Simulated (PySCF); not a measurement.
An equivalent PySCF input for In+ (indium, charge +1), [Kr] 4d10 5s2, closed-shell 1S, with scalar relativity by spin-free X2C-1e:

```python
from pyscf import gto, scf, dft, mp, cc
import basis_set_exchange as bse
mol = gto.M(atom="In 0 0 0", charge=1, spin=0, symmetry="D2h",
            basis=gto.basis.parse(bse.get_basis("x2c-TZVPall", elements=["In"], fmt="nwchem", header=False)),
            nucmod="G")
mf = dft.UKS(mol, xc="PBE0").sfx2c1e()
mf.irrep_nelec = {'Ag': (9, 9), 'B1g': (2, 2), 'B2g': (2, 2), 'B3g': (2, 2), 'B1u': (3, 3), 'B2u': (3, 3), 'B3u': (3, 3)}
mf.kernel()
```

It reaches the same state as the run whose output follows, with an energy that differs only through the grid. The run itself started from symmetry-adapted Hartree-Fock orbitals and held the occupation by maximum overlap, on a logarithmic radial grid, so the iterations belong to that start.

```
SCF conv_tol = 1e-09
number electrons alpha = 24  beta = 24
XC functionals = PBE0
    C. Adamo and V. Barone.,  J. Chem. Phys. 110, 6158 (1999)
    M. Ernzerhof and G. E. Scuseria.,  J. Chem. Phys. 110, 5029 (1999)
cycle= 1 E= -5880.36438867165  delta_E= -0.00824  |g|= 0.0301  |ddm|= 0.325
cycle= 2 E= -5880.36443636924  delta_E= -4.77e-05  |g|= 0.0188  |ddm|= 0.0553
cycle= 3 E= -5880.3645001908  delta_E= -6.38e-05  |g|= 0.00406  |ddm|= 0.0168
cycle= 4 E= -5880.36450353939  delta_E= -3.35e-06  |g|= 4.63e-05  |ddm|= 0.00433
cycle= 5 E= -5880.36450354065  delta_E= -1.26e-09  |g|= 1.27e-06  |ddm|= 0.000227
cycle= 6 E= -5880.36450354065  delta_E=    0  |g|= 4.82e-08  |ddm|= 2.04e-06
converged SCF energy = -5880.36450354065  <S^2> = -2.8421709e-14  2S+1 = 1
```
